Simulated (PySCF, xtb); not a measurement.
B(H)(Et)(OMe) (C₃H₉BO), SMILES B(CC)OC. Atoms are numbered in the order given.

```xyz
14

B      0.8077     0.0454     0.0000
H      1.9566    -0.3494     0.0000
C     -0.4295    -0.9322     0.0000
C     -0.0888    -2.4222     0.0000
H     -1.0687    -0.6807    -0.8714
H     -1.0687    -0.6807     0.8714
H      0.5098    -2.6934     0.8846
H      0.5098    -2.6934    -0.8846
H     -0.9873    -3.0599     0.0000
O      0.6808     1.3945     0.0000
C     -0.5799     2.0383     0.0000
H     -1.1686     1.7727     0.8945
H     -0.4101     3.1245     0.0000
H     -1.1686     1.7727    -0.8945
```
Charge 0, spin multiplicity 1.

Geometry: r2SCAN-D4/def2-SVP. This is a generated structure with no PubChem entry under its InChIKey; it may be hypothetical. Other conformers were not sampled.

Method: IEF-PCM-PBE0/def2-SVP (PySCF).

The values are the electrostatic part of the solvation free energy, E(continuum) − E(gas) at the gas-phase geometry, in a cavity of scaled van der Waals radii (PySCF's table); cavitation and dispersion terms are not included. In vacuum the orbital gap is 8.17 eV. The dipole moment in vacuum is 2.03 D.

Question: Estimate the values in water (ε = 78.36), dichloromethane (ε = 8.93), ethanol (ε = 24.85). (The exact figures need the calculation; the answer reports its results.)

Answer: 
```
solvent              ε  ΔG(elec) (kcal/mol)  dipole (D)  gap (eV)
---------------  -----  -------------------  ----------  --------
water            78.36                 -2.7        2.61      8.16
dichloromethane   8.93                 -2.3        2.51      8.16
ethanol          24.85                 -2.6        2.58      8.16
```

For comparison, GFN2-xTB/ALPB(water) (xtb, at the GFN2-xTB geometry, all terms of that model) gives -1.3 kcal/mol.
